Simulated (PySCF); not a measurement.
Species: C$_{3}$H$_{5}$Cl$_{2}$, net charge 0, doublet state. It need not be the lowest isomer of its formula. 
Coordinates optimised at B3LYP-D3(BJ)/def2-TZVP (Ansatz):
SMILES: ClC[CH]CCl
```xyz
10

C     -0.0655    -0.2762    -0.8827
C     -1.2031    -0.4637     0.0167
Cl    -2.1818     1.1140     0.1289
C      1.1739     0.3403    -0.4112
Cl     2.2243    -0.9349     0.4433
H     -0.1418    -0.5983    -1.9121
H     -0.9048    -0.6686     1.0418
H     -1.9127    -1.2072    -0.3295
H      1.7985     0.7257    -1.2096
H      1.0077     1.1027     0.3457
```
Charge 0, spin multiplicity 2.

Dispersion corrections to the total energy (kcal/mol) from the dftd3 and dftd4 libraries through PySCF: D3(BJ) without and D4 with the three-body term, each with the damping fitted for the functional named.

```
functional  D3(BJ)      D4
----------  ------  ------
BHLYP          ___   -6.15
PBE          -5.58   -5.25
BLYP        -11.90  -11.66
HF          -40.83     ___
PBE0         -4.86   -4.44
PW6B95         ___   -4.46
CAM-B3LYP    -4.42   -4.49
```

Problem. Complete the blanks.

Solution. 
- BHLYP, D3(BJ): -7.53
- HF, D4: -18.86
- PW6B95, D3(BJ): -2.83
